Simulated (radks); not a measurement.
Au, configuration [Kr] 4d10 4f14 5s2 5p4 5d10 6s1 5f2 (not the ground configuration).

Method: scalar-relativistic Kohn-Sham, r2SCAN, spin-unpolarised, spherical densities, finite nucleus; meta-GGA in the generalised Kohn-Sham scheme; Fermi nuclear charge, rms radius 5.4371 fm; computed with a radial shooting solver on a logarithmic mesh with Libxc functionals.

Energy parts (eV):
| part | energy |
|---|---|
| total | -517137.76 |
| kinetic | 578332.73 |
| electron-nucleus | -1284722.74 |
| Hartree | 199092.55 |
| exchange-correlation | -9840.31 |

Orbitals (lengths in bohr, moments of r in powers of bohr):
orbital  occ.  eigenvalue (eV)       <r^4>
1s          2        -80871.12   4.253e-07
2s          2        -14319.05  0.00006229
2p          6        -12382.09  0.00005059
3s          2        -3410.443    0.002246
3p          6        -2846.083    0.002472
3d         10        -2241.423    0.001906
4s          2        -766.9105     0.05033
4p          6        -581.0392     0.06713
4d         10        -356.5142     0.09296
5s          2        -134.0321       1.317
4f         14        -107.6182      0.1811
5p          4         -83.9890       2.372
5d         10         -26.7070       9.354
6s          1         -18.8062       56.74
5f          2          -0.5434       30440

The highest occupied level is 5f at -0.543 eV. Summed over all electrons, <r^2> = 322.4 bohr^2, which gives a Langevin (diamagnetic) susceptibility term of -255 x 10^-6 cm^3/mol. The density falls to 0.001 e/bohr^3 at r = 3.76 bohr. The electron density at the nucleus is 2.301e+06 e/bohr^3 (large components only).
